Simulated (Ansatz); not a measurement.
CH4ClGeNO, SMILES `[Cl][GeH]1[NH]C[O]1`, relaxed with RKS PBE0-D4/def2-TZVP in Ansatz 0.2.0 from a PBE-D4/def2-SVP geometry. The force threshold is 0.005 eV/Å; the program also tests the step.

Total charge 0; spin multiplicity 1.

Start:

```xyz
9

Cl   -2.690   -0.060   -1.314
Ge   -0.593    0.377   -0.965
N    -0.129    0.579    0.817
C     0.686   -0.647    0.714
O     0.424   -1.099   -0.627
H    -0.156    1.321   -2.115
H     0.326    1.420    1.185
H     0.355   -1.428    1.438
H     1.778   -0.463    0.867
```

(1) How much energy does the relaxation release, and in how many steps? (Estimate.)

(2) Which bonds change most? (Estimate.)

(3) Give the relaxed structure. (Best estimate.)

## Answers

(1) Ansatz gave: 5.11 kJ/mol, in 4 steps.

(2) Ansatz gave: Cl1–Ge2 from 2.170 to 2.137 Å; Ge2–O5 from 1.824 to 1.792 Å; C4–H8 from 1.116 to 1.095 Å.

(3) Computed: 
```xyz
9

Cl   -2.650   -0.058   -1.310
Ge   -0.588    0.368   -0.948
N    -0.138    0.576    0.817
C     0.681   -0.642    0.711
O     0.403   -1.089   -0.619
H    -0.147    1.303   -2.079
H     0.326    1.401    1.167
H     0.361   -1.409    1.425
H     1.753   -0.450    0.837
```
